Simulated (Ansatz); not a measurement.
Relaxation of C2H5FGeO (10 atoms, charge 0, multiplicity 1), to a largest force component of 0.02 eV/Å in at most 50 steps.

These are results of RKS PBE0-D4/def2-SVP (Ansatz 0.2.0), not measurements.

```xyz
10
Properties=species:S:1:pos:R:3
F -0.453 -0.177 2.145
C 0.317 -0.352 1.042
O -0.206 -1.403 0.244
C -0.353 -0.636 -0.902
Ge 0.155 1.069 -0.264
H 1.374 -0.514 1.344
H -1.484 -0.647 -1.137
H 0.237 -0.980 -1.752
H -1.017 2.060 0.098
H 1.514 1.529 -0.816
```

Question: Where does it end, and by what steps?

Answer: It converged. After 10 steps the energy has fallen by 0.762 eV; O3 moved furthest, 0.37 Å.

| step | energy less start (eV) | largest force component (eV/Å) | accepted |
| --- | --- | --- | --- |
| 0 | 0.0000 | 3.747 | yes |
| 1 | -0.6769 | 1.138 | yes |
| 2 | -0.7252 | 0.339 | yes |
| 3 | -0.7174 | 0.601 | no |
| 4 | -0.7391 | 0.122 | yes |
| 5 | -0.7512 | 0.150 | yes |
| 6 | -0.7540 | 0.324 | yes |
| 7 | -0.7608 | 0.099 | yes |
| 8 | -0.7581 | 0.160 | no |
| 9 | -0.7616 | 0.021 | yes |
| 10 | -0.7620 | 0.008 | yes |

```xyz
10
Properties=species:S:1:pos:R:3
F -0.625 -0.312 2.044
C 0.388 -0.355 1.116
O 0.149 -1.327 0.155
C -0.435 -0.651 -0.966
Ge 0.178 1.097 -0.243
H 1.321 -0.575 1.660
H -1.529 -0.789 -1.006
H 0.010 -1.013 -1.904
H -0.836 2.219 0.032
H 1.461 1.653 -0.883
```

The run took 37 s on 2 threads of Intel(R) Xeon(R) Platinum 8375C CPU @ 2.90GHz (Ice Lake) (shared host), peak memory 0.33 GiB.
